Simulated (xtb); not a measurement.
Computed with GFN2-xTB run with xtb 6.7.1.

```
xtb start.xyz --ohess tight --gfn 2 --chrg 0 --uhf 0 --iterations 400

# start.xyz
22

C      2.716793    -1.218362     0.304743
C      2.022665     0.137917     0.461624
Ga    -0.005188    -0.003621     0.033477
C     -0.852044    -1.856845    -0.371383
C     -2.337414    -1.722956    -0.718929
C     -1.190879     1.702062     0.025171
C     -0.361318     2.956225     0.315251
H      2.256620    -1.962967     0.957089
H      2.631627    -1.576382    -0.722727
H      3.777085    -1.155455     0.555866
H      2.498685     0.875814    -0.196239
H      2.165260     0.507448     1.485158
H     -0.320740    -2.342786    -1.199402
H     -0.735538    -2.520798     0.494640
H     -2.469501    -1.101126    -1.606007
H     -2.790988    -2.695906    -0.915671
H     -2.883098    -1.253666     0.101672
H     -1.989191     1.607748     0.772288
H     -1.693967     1.807687    -0.944307
H     -0.984190     3.852295     0.328316
H      0.134880     2.873220     1.283958
H      0.410441     3.090453    -0.444587
```

Output:

```
[...]
             Fermi-level           -0.2834377 Eh           -7.7127 eV

     #   Z          covCN         q      C6AA      α(0)
     1   6 C        3.762    -0.090    22.262     6.726
     2   6 C        3.664    -0.119    23.066     6.889
     3  31 Ga       2.571     0.060   217.237    33.053
     4   6 C        3.664    -0.119    23.068     6.889
     5   6 C        3.762    -0.090    22.262     6.726
     6   6 C        3.664    -0.119    23.065     6.889
     7   6 C        3.762    -0.090    22.262     6.726
     8   1 H        0.924     0.042     2.425     2.435
     9   1 H        0.924     0.039     2.463     2.454
    10   1 H        0.924     0.030     2.593     2.518
    11   1 H        0.924     0.040     2.448     2.447
    12   1 H        0.924     0.038     2.470     2.458
    13   1 H        0.924     0.040     2.450     2.448
    14   1 H        0.924     0.038     2.470     2.458
    15   1 H        0.924     0.039     2.457     2.451
    16   1 H        0.924     0.029     2.594     2.519
    17   1 H        0.924     0.041     2.434     2.440
    18   1 H        0.924     0.039     2.464     2.455
    19   1 H        0.924     0.040     2.453     2.449
    20   1 H        0.924     0.030     2.593     2.518
    21   1 H        0.924     0.041     2.437     2.441
    22   1 H        0.924     0.040     2.453     2.449

 Mol. C6AA /au·bohr⁶  :       4377.730710
 Mol. C8AA /au·bohr⁸  :     148842.217222
 Mol. α(0) /au        :        110.837131

Wiberg/Mayer (AO) data.
largest (>0.10) Wiberg bond orders for each atom

 ---------------------------------------------------------------------------
     #   Z sym  total        # sym  WBO       # sym  WBO       # sym  WBO
 ---------------------------------------------------------------------------
     1   6 C    3.997 --     2 C    1.005    10 H    0.982     9 H    0.972
                             8 H    0.970
     2   6 C    3.953 --     1 C    1.005    12 H    0.934    11 H    0.933
                             3 Ga   0.820     6 C    0.125     4 C    0.125
     3  31 Ga   3.090 --     6 C    0.820     2 C    0.820     4 C    0.820
     4   6 C    3.953 --     5 C    1.005    14 H    0.934    13 H    0.933
                             3 Ga   0.820     6 C    0.125     2 C    0.125
     5   6 C    3.997 --     4 C    1.005    16 H    0.982    15 H    0.972
                            17 H    0.971
     6   6 C    3.953 --     7 C    1.005    18 H    0.933    19 H    0.933
                             3 Ga   0.820     2 C    0.125     4 C    0.125
     7   6 C    3.997 --     6 C    1.005    20 H    0.982    22 H    0.972
                            21 H    0.971
     8   1 H    0.998 --     1 C    0.970
     9   1 H    0.998 --     1 C    0.972
    10   1 H    0.994 --     1 C    0.982
    11   1 H    0.998 --     2 C    0.933
    12   1 H    0.998 --     2 C    0.934
    13   1 H    0.998 --     4 C    0.933
    14   1 H    0.998 --     4 C    0.934
    15   1 H    0.998 --     5 C    0.972
    16   1 H    0.994 --     5 C    0.982
    17   1 H    0.998 --     5 C    0.971
    18   1 H    0.998 --     6 C    0.933
    19   1 H    0.998 --     6 C    0.933
    20   1 H    0.994 --     7 C    0.982
    21   1 H    0.998 --     7 C    0.971
    22   1 H    0.998 --     7 C    0.972
 ---------------------------------------------------------------------------

Topologies differ in total number of bonds
Writing topology from bond orders to xtbtopo.mol

molecular dipole:
                 x           y           z       tot (Debye)
 q only:        0.002       0.002      -0.006
   full:        0.001       0.002      -0.005       0.016
molecular quadrupole (traceless):
                xx          xy          yy          xz          yz          zz
 q only:        0.331      -0.040       0.348       0.198       0.152      -0.679
  q+dip:        0.630      -0.060       0.671       0.390       0.234      -1.301
   full:       -0.864       0.067      -0.927      -0.555      -0.371       1.792

           -------------------------------------------------
          |                Geometry Summary                 |
           -------------------------------------------------

      molecular mass/u    :      156.9065927
   center of mass at/Å    :       -0.0024260      -0.0017231       0.0158162
  moments of inertia/u·Å² :        0.3191132E+03   0.3196848E+03   0.6197277E+03
rotational constants/cm⁻¹ :        0.5282650E-01   0.5273204E-01   0.2720168E-01

 * 18 selected distances

     #   Z          #   Z                                           value/Å
     1   6 C        2   6 C                                       1.5316392 (max)
     4   6 C        5   6 C                                       1.5313520
     6   6 C        7   6 C                                       1.5314187
     1   6 C        8   1 H                                       1.0916736
     1   6 C        9   1 H                                       1.0913874
     1   6 C       10   1 H                                       1.0914391
     2   6 C       11   1 H                                       1.0972105
     2   6 C       12   1 H                                       1.0975011
     4   6 C       13   1 H                                       1.0972868
     4   6 C       14   1 H                                       1.0974531
     5   6 C       15   1 H                                       1.0913419
     5   6 C       16   1 H                                       1.0913609
     5   6 C       17   1 H                                       1.0915083
     6   6 C       18   1 H                                       1.0974430
     6   6 C       19   1 H                                       1.0973340
     7   6 C       20   1 H                                       1.0913670
     7   6 C       21   1 H                                       1.0915566
     7   6 C       22   1 H                                       1.0913217 (min)

 * 2 distinct bonds (by element types)

   Z      Z             #   av. dist./Å        max./Å        min./Å
   1 H    6 C          15     1.0938123     1.0975011     1.0913217
   6 C    6 C           3     1.5314699     1.5316392     1.5313520

           -------------------------------------------------
          |               Frequency Printout                |
           -------------------------------------------------
 projected vibrational frequencies (cm⁻¹)
eigval :       -0.00    -0.00     0.00     0.00     0.00     0.00
eigval :       20.58    37.83    39.54    71.97    72.47    95.54
eigval :      151.43   187.77   189.33   214.91   232.93   233.06
eigval :      391.85   477.67   477.84   551.65   552.08   608.50
eigval :      908.95   909.04   914.89   971.65   972.35   972.48
eigval :     1036.17  1041.07  1041.53  1200.62  1200.77  1206.95
eigval :     1218.13  1218.19  1219.68  1405.89  1406.24  1406.33
eigval :     1459.38  1459.55  1462.85  1494.61  1494.65  1494.88
eigval :     1498.82  1498.86  1499.41  2880.20  2880.32  2881.99
eigval :     2891.27  2899.77  2899.97  2974.35  2975.30  2975.50
eigval :     2977.50  2978.34  2978.44  2986.26  2988.61  2989.17
 reduced masses (amu)
   1: 18.01   2: 33.40   3: 30.70   4: 26.21   5: 11.56   6: 17.91   7: 13.64   8:  6.46
   9:  6.48  10: 16.21  11: 16.18  12: 25.77  13:  9.14  14:  2.11  15:  2.17  16:  8.67
  17: 21.58  18: 21.55  19:  9.65  20: 23.18  21: 23.24  22:  2.64  23:  2.67  24:  5.06
  25:  1.49  26:  1.49  27:  1.72  28:  2.16  29:  2.41  30:  2.41  31: 10.26  32: 10.17
  33: 10.17  34:  4.57  35:  4.58  36:  4.39  37:  3.77  38:  3.77  39:  3.73  40:  2.88
  41:  2.87  42:  2.87  43:  1.89  44:  1.89  45:  1.92  46:  1.57  47:  1.57  48:  1.53
  49:  1.54  50:  1.54  51:  1.52  52:  1.98  53:  1.98  54:  1.97  55:  1.50  56:  1.50
  57:  1.50  58:  1.95  59:  1.95  60:  1.95  61:  1.93  62:  1.93  63:  1.94  64:  1.26
  65:  1.26  66:  1.26
 IR intensities (km·mol⁻¹)
   1:  0.00   2:  0.00   3:  0.00   4:  0.00   5:  0.00   6:  0.00   7:  0.02   8:  0.00
   9:  0.00  10:  0.36  11:  0.36  12:  0.24  13:  0.01  14:  0.01  15:  0.01  16:  3.77
  17: 20.82  18: 20.79  19:  0.03  20: 83.09  21: 83.74  22:  0.33  23:  0.92  24:124.11
  25:  0.04  26:  0.07  27:  4.61  28:  0.24  29: 13.17  30: 13.20  31:  0.04  32:  6.97
Refinement of some symmetry elements was terminated before convergence was reached.
Some symmetry elements may remain unidentified.
Molecule has no symmetry elements
It seems to be the C1 point group
  33:  7.03  34: 30.23  35: 29.89  36:  0.03  37:  0.07  38:  0.07  39: 11.52  40:  0.02
  41:  0.55  42:  0.52  43:  0.49  44:  0.47  45:  0.00  46:  1.60  47:  1.64  48:  0.08
  49:  0.11  50:  0.08  51:  6.92  52:  0.22  53:  0.28  54:152.29  55:  0.24  56: 72.50
  57: 72.43  58: 49.05  59: 61.77  60:101.32  61: 41.07  62: 24.20  63: 74.13  64:  6.18
  65: 44.52  66: 46.78
 Raman intensities (Ä⁴*amu⁻¹)
   1:  0.00   2:  0.00   3:  0.00   4:  0.00   5:  0.00   6:  0.00   7:  0.00   8:  0.00
   9:  0.00  10:  0.00  11:  0.00  12:  0.00  13:  0.00  14:  0.00  15:  0.00  16:  0.00
  17:  0.00  18:  0.00  19:  0.00  20:  0.00  21:  0.00  22:  0.00  23:  0.00  24:  0.00
  25:  0.00  26:  0.00  27:  0.00  28:  0.00  29:  0.00  30:  0.00  31:  0.00  32:  0.00
  33:  0.00  34:  0.00  35:  0.00  36:  0.00  37:  0.00  38:  0.00  39:  0.00  40:  0.00
  41:  0.00  42:  0.00  43:  0.00  44:  0.00  45:  0.00  46:  0.00  47:  0.00  48:  0.00
  49:  0.00  50:  0.00  51:  0.00  52:  0.00  53:  0.00  54:  0.00  55:  0.00  56:  0.00
  57:  0.00  58:  0.00  59:  0.00  60:  0.00  61:  0.00  62:  0.00  63:  0.00  64:  0.00
  65:  0.00  66:  0.00
 output can be read by thermo (or use thermo option).
 writing <g98.out> molden fake output.
 recommended (thermochemical) frequency scaling factor: 1.0
           -------------------------------------------------
          |             Thermodynamic Functions             |
           -------------------------------------------------

c1  symmetry found (for desy threshold:  0.10E+00) used in thermo

          ...................................................
          :                      SETUP                      :
          :.................................................:
          :  # frequencies                          60      :
          :  # imaginary freq.                       0      :
          :  linear?                             false      :
          :  only rotor calc.                    false      :
          :  symmetry                               c1      :
          :  rotational number                       1      :
          :  scaling factor                  1.0000000      :
          :  rotor cutoff                   50.0000000 cm⁻¹ :
          :  imag. cutoff                  -20.0000000 cm⁻¹ :
          :.................................................:

    mode    ω/cm⁻¹     T·S(HO)/kcal·mol⁻¹    T·S(FR)/kcal·mol⁻¹   T·S(vib)
   ------------------------------------------------------------------------
       1     20.58    -1.96118 (  2.79%)    -1.31901 ( 97.21%)    -1.33691
       2     37.83    -1.60101 ( 24.67%)    -1.13890 ( 75.33%)    -1.25291
       3     39.54    -1.57488 ( 28.11%)    -1.12581 ( 71.89%)    -1.25202
       4     71.97    -1.22203 ( 81.11%)    -0.94848 ( 18.89%)    -1.17035
       5     72.47    -1.21796 ( 81.53%)    -0.94643 ( 18.47%)    -1.16780
       6     95.54    -1.05644 ( 93.02%)    -0.86460 (  6.98%)    -1.04305
       7    151.43    -0.79135 ( 98.83%)    -0.72821 (  1.17%)    -0.79061
       8    187.77    -0.67075 ( 99.50%)    -0.66450 (  0.50%)    -0.67072
       9    189.33    -0.66617 ( 99.52%)    -0.66204 (  0.48%)    -0.66615
      10    214.91    -0.59676 ( 99.71%)    -0.62451 (  0.29%)    -0.59685
      11    232.93    -0.55345 ( 99.79%)    -0.60067 (  0.21%)    -0.55355
      12    233.06    -0.55315 ( 99.79%)    -0.60051 (  0.21%)    -0.55325
   ------------------------------------------------------------------------

   temp. (K)  partition function   enthalpy   heat capacity  entropy
                                   cal/mol     cal/K/mol   cal/K/mol   J/K/mol
 298.15  VIB  0.416E+06             6379.334     33.249     42.376
         ROT  0.607E+06              888.752      2.981     29.445
         INT  0.253E+12             7268.086     36.230     71.822
         TR   0.190E+28             1481.254      4.968     41.042
         TOT                        8749.3401    41.1984   112.8638   472.2220

       T/K    H(0)-H(T)+PV         H(T)/Eh          T*S/Eh         G(T)/Eh
   ------------------------------------------------------------------------
    298.15    0.139430E-01    0.201614E+00    0.536252E-01    0.147988E+00
   ------------------------------------------------------------------------

         :::::::::::::::::::::::::::::::::::::::::::::::::::::
         ::                  THERMODYNAMIC                  ::
         :::::::::::::::::::::::::::::::::::::::::::::::::::::
         :: total free energy         -21.482419050177 Eh   ::
         ::.................................................::
         :: total energy              -21.630407381522 Eh   ::
         :: zero point energy           0.187670583330 Eh   ::
         :: G(RRHO) w/o ZPVE           -0.039682251986 Eh   ::
         :: G(RRHO) contrib.            0.147988331344 Eh   ::
         :::::::::::::::::::::::::::::::::::::::::::::::::::::

optimized geometry written to: xtbopt.xyz

           -------------------------------------------------
          | TOTAL ENERGY              -21.630407381522 Eh   |
          | TOTAL ENTHALPY            -21.428793837266 Eh   |
          | TOTAL FREE ENERGY         -21.482419050177 Eh   |
          | GRADIENT NORM               0.000236642020 Eh/α |
          | HOMO-LUMO GAP               4.145608863212 eV   |
           -------------------------------------------------

------------------------------------------------------------------------
```

Cost: about 2.7 core-seconds (a rough figure).
